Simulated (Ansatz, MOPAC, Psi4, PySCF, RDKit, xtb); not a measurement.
Dimer: N2 (SMILES N#N) (first 2 atoms) with C2H6O (SMILES CCO); geometry from B3LYP-D3(BJ)/def2-TZVP, rigid monomers moved along the line of their centres of mass till N2···H11 is 3.34 Å.
(charge 0, multiplicity 1):
| atom | x (Å) | y (Å) | z (Å) |
|---|---|---|---|
| N | 1.1442 | 0.9875 | -0.1931 |
| N | 0.7713 | 0.2465 | 0.5147 |
| C | -1.6701 | 0.2714 | 4.6166 |
| C | -0.2151 | -0.0914 | 4.8653 |
| O | 0.1360 | -1.3625 | 4.3303 |
| H | -1.9153 | 1.2287 | 5.0831 |
| H | -2.3301 | -0.4943 | 5.0270 |
| H | -1.8743 | 0.3593 | 3.5463 |
| H | 0.4441 | 0.6906 | 4.4666 |
| H | -0.0196 | -0.1630 | 5.9363 |
| H | 0.0352 | -1.3236 | 3.3731 |

| level | interaction energy (meV) | cost |
|---|---|---|
| MMFF94 | -11.0 | - |
| GFN-FF | -20.5 | - |
| PM3 | -6.7 | - |
| GFN2-xTB | -24.6 | - |
| HF/3-21G (no counterpoise) | -27.0 | - |
| HF/6-31G* (no counterpoise) | -17.9 | - |
| HF/aug-cc-pVDZ | -9.7 | - |
| PBE-D3(BJ)/def2-TZVPPD | -32.9 | ×1 |
| PBE-D4/def2-TZVPPD | -25.0 | ×1 |
| BP86/6-31G* (no counterpoise) | -13.1 | - |
| r2SCAN/def2-TZVPPD | -16.7 | ×1 |
| r2SCAN-D4/def2-TZVPPD | -22.5 | ×1 |
| B3LYP/6-31G* | -11.7 | - |
| B3LYP/6-31G* (no counterpoise) | -20.6 | - |
| B3LYP/6-311+G** (no counterpoise) | -12.9 | - |
| B3LYP/def2-TZVPPD | -7.7 | ×1 |
| B3LYP-D3(BJ)/def2-TZVPPD | -25.2 | ×1 |
| wB97X-V/def2-TZVPPD | -26.1 | ×3 |
| CCSD(T)/aug-cc-pVDZ | -25.8 | ×20 |
| SAPT0/jun-cc-pV(D+d)Z | -23.6 | - |

The rows run from -32.9 (PBE-D3(BJ)/def2-TZVPPD) to -6.7 meV (PM3). The dispersion term adds -5.7 in r2SCAN-D4, -17.6 in B3LYP-D3(BJ). The 3 functionals in def2-TZVPPD without D3 or D4 span 18.4, from wB97X-V to B3LYP.

Monomers are frozen at their geometry in the pair; levels with a basis set take the counterpoise correction. Rows marked so take none.

Correlated levels freeze the cores. Rows in 3-21G, 6-311+G**, 6-31G* carry no dispersion term and start afresh at each structure (6-31G* with six Cartesian d functions). The state that PM3 reach isn't checked.

Codes used: Ansatz (Gaussian orbitals); MOPAC for PM3 (differences of heats of formation); Psi4 for SAPT; PySCF for 3-21G rows, 6-311+G** rows, 6-31G* rows, the dispersion terms; RDKit for the force fields; xtb for the GFN methods. 

Costs are rough ratios of core time to PBE/def2-TZVPPD (about 10 s over the structures, on one shared machine); a dash marks a level with no comparable run of its own.

Ansatz is an electronic-structure program.
